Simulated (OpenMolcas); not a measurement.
# Ba+: from CASSCF to CASPT2

```yaml
Program: OpenMolcas
Basis: ANO-RCC-VTZP [8s7p4d2f1g]
Scalar_Hamiltonian: DKH2, point nucleus
Active_space: 1 electron in 4 orbitals (6s 6p)
State_averaging: 2S+1 = 2 even, 1 root; 2S+1 = 2 odd, 3 roots
Spin-orbit_coupling: RASSI with atomic mean-field integrals over the reference wave functions, term energies averaged over their components
```

Methods on the same reference wave functions:
A. CASSCF
B. SS-CASPT2, IPEA 0.25 Eh, imaginary shift 0.1 Eh (closed shells correlated: 5s 5p)
C. XMS-CASPT2, IPEA 0.25 Eh, imaginary shift 0.1 Eh (closed shells correlated: 5s 5p)

Energies in eV above 6s 2S 1/2, the measured ground level; measured values from NIST Handbook of Basic Atomic Spectroscopic Data.

```json
{"Level": "6s 2S 1/2", "A": "0.0000", "B": "0.0000", "C": "0.0000", "Measured": "0.0000"}
{"Level": "6p 2P* 1/2", "A": "2.2723", "B": "2.474", "C": "2.454", "Measured": "2.5121"}
{"Level": "6p 2P* 3/2", "A": "2.4008", "B": "2.602", "C": "2.583", "Measured": "2.7218"}
```

Deviations, from unrounded energies. A percentage is the sum of absolute deviations over the sum of measured energies, with the sign that they share, or ± where signs differ.

| Against measurement | Levels | A | B | C |
| --- | --- | --- | --- | --- |
| mean absolute deviation (cm-1) | 2 | 2300 | 640 | 790 |
| other configurations (%) | 2 | -10.7 | -3.0 | -3.8 |

B lies closest to measurement on these levels and A furthest from it. The largest miss of B in the table is 6p 2P* 3/2, by -970 cm-1. The ranking rests on the paired levels alone, and a cruder setting can come out closer through cancelling errors.

Between B and C the level of the table that moves most is 6p 2P* 1/2, by 160 cm-1 (lowest in C, highest in B).

The lowest spin-free term lies below A's lowest term by 0.170 hartree in B, 0.170 hartree in C.

ANO sets are built for ground and valence states and can reach diffuse excited orbitals poorly. With one active electron the reference holds no correlation, so core polarisation is missing (holds for A). With one active electron, CASPT2 adds the correlation within the correlated inactive shells and between them and that electron, and leaves the splitting within a term as the reference gives it (holds for B; C). Measured partners are found by configuration, term and J. A level has none where our copy of the source lacks it or the pairing is in doubt (some pairs that miss far off the trend of their configuration count as doubtful), and it then counts in no deviation. Levels of configurations outside the active space are missing.

* marks odd parity.
